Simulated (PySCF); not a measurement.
## Ni (nickel, neutral): UHF calculation

Configuration: [Ar] 3d10, closed-shell 1S (an excited configuration). Computed with PySCF 2.14 in Sapporo-DKH3-DZP-2012, with scalar relativity by spin-free X2C-1e.

- Total energy: -1518.819089 hartree
- One-electron energy: -2120.2231 hartree
- Hartree (Coulomb) energy: 664.0668 hartree
- Exchange energy: -62.6628 hartree
- ⟨S²⟩: 0.0000
- ⟨L²⟩: 0.000
- Sum of ⟨r⟩: 19.57 bohr
- Sum of ⟨r²⟩: 24.27 bohr²
- Langevin diamagnetic susceptibility: -19.2 ×10⁻⁶ cm³/mol
- Time after the integrals: 0.14 s of wall time on 1 thread of Neoverse-N1 (shared host)

```json
{"shell": "1s", "electrons": "2", "mean orbital energy (eV)": "-8390.9", "rms radius, mean of both spins (bohr)": "0.0624"}
{"shell": "2s", "electrons": "2", "mean orbital energy (eV)": "-1038.2", "rms radius, mean of both spins (bohr)": "0.265"}
{"shell": "2p", "electrons": "6", "mean orbital energy (eV)": "-887.84", "rms radius, mean of both spins (bohr)": "0.238"}
{"shell": "3s", "electrons": "2", "mean orbital energy (eV)": "-123.86", "rms radius, mean of both spins (bohr)": "0.803"}
{"shell": "3p", "electrons": "6", "mean orbital energy (eV)": "-78.370", "rms radius, mean of both spins (bohr)": "0.864"}
{"shell": "3d", "electrons": "10", "mean orbital energy (eV)": "-6.087", "rms radius, mean of both spins (bohr)": "1.34"}
```

Densities and radii are taken from the X2C orbitals without a picture-change correction, which distorts them close to the nucleus.
